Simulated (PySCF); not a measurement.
## Spin states of CBr⁺

Unrestricted PBE0; C cc-pVDZ, Br cc-pVDZ-PP with ECP10; scalar-relativistic core potentials (PySCF 2.14). Outer shells of the fragments: C+ 2s2 2p1; Br 3d10 4s2 4p5.

Followed along the bond (rough minima from three points):

| 2Ms+1 | unpaired | ⟨S²⟩ at the start | R at minimum (Å) | Te (eV) |
| --- | --- | --- | --- | --- |
| 1 | none | 0.00 | 1.70 | 0.00 |
| 3 | σ ↑, π ↑ | 2.05 | 1.71 | 2.55 |

Solutions found at the starting distance of 1.925 Å, counted from the lowest of them; the search is not exhaustive and high or unbound solutions are not listed, so other states can lie among these:

```
2Ms+1    unpaired   term  E (eV)  ⟨S²⟩  ⟨Lz²⟩  μ (D)
    1        none    ¹Σ⁺    0.00  0.00   0.00  -1.89
    3    σ ↑, π ↑     ³Π    2.34  2.05   1.01  -2.56
    3        π ↑↑  mixed    2.73  2.01   2.01  -0.44
    1    σ ↑, π ↓  mixed    3.01  1.02   1.02  -2.24
    3        π ↑↑  mixed    3.05  2.01   2.01  -0.65
    1        π ↑↓  mixed    3.10  1.01   2.01  -0.70
    3  σ ↑, π ↑↑↓  mixed    6.06  3.01   3.01  -0.02
    1  σ ↑, π ↑↓↓  mixed    6.24  2.01   3.01  -0.03
    3        σ ↑↑    ³Σ⁺    6.32  2.06   0.00  -3.38
    3    σ ↑, π ↑     ³Π    6.62  2.00   1.01  -2.10
```

A term symbol is given only where ⟨S²⟩ and ⟨Lz²⟩ are close to those of a pure state; real π, δ and φ orbitals otherwise mix terms. A positive dipole points towards Br; it is taken about the centre of mass and depends on that origin.

Counting both spins, an empty level lies below a filled one in some of these solutions, because spin and occupation are held.
